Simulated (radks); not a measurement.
Species: Mn II. Configuration: [Ar] 3d5 4s1.

All-electron calculation, Dirac Kohn-Sham, PBE, spin-unpolarised, spherical densities, finite nucleus; open shells fill j = l - 1/2 first; Fermi nuclear charge, rms radius 3.7057 fm. Program: a radial shooting solver on a logarithmic mesh with Libxc functionals.

Energy parts (hartree):
| part | energy |
|---|---|
| total | -1158.01182 |
| kinetic | 1172.87544 |
| electron-nucleus | -2759.55614 |
| Hartree | 480.44669 |
| exchange-correlation | -51.77780 |

Orbitals (lengths in bohr, moments of r in powers of bohr; r(max) is where P^2 peaks; r(90%) holds 90 % of the orbital's charge):
orbital  occ.  eigenvalue (hartree)   r(max)  r(90%)
1s1/2       2             -236.5332  0.03987   0.109
2s1/2       2             -27.62656   0.2325   0.433
2p1/2       2             -23.70330   0.1867   0.402
2p3/2       4             -23.31997   0.1891   0.406
3s1/2       2              -3.45588   0.7364    1.28
3p1/2       2              -2.33815   0.7478    1.39
3p3/2       4              -2.29157   0.7549    1.40
3d3/2       4              -0.54926   0.7613    2.07
3d5/2       1              -0.54485   0.7638    2.08
4s1/2       1              -0.43626    2.379    4.19

The highest occupied level is 4s1/2 at -11.871 eV. For comparison, the ionisation energy in NIST's Atomic Spectra Database is 15.640 eV (measured). In exact Kohn-Sham theory the highest level is minus the ionisation energy, but local and semilocal functionals leave it too shallow, through self-interaction and a potential that decays too fast; potentials with the right tail come closer. The electron density at the nucleus is 1.317e+04 e/bohr^3.

Beside tabulated values, note that spin-unpolarised runs miss the spin-polarisation part of the exchange energy of open shells.
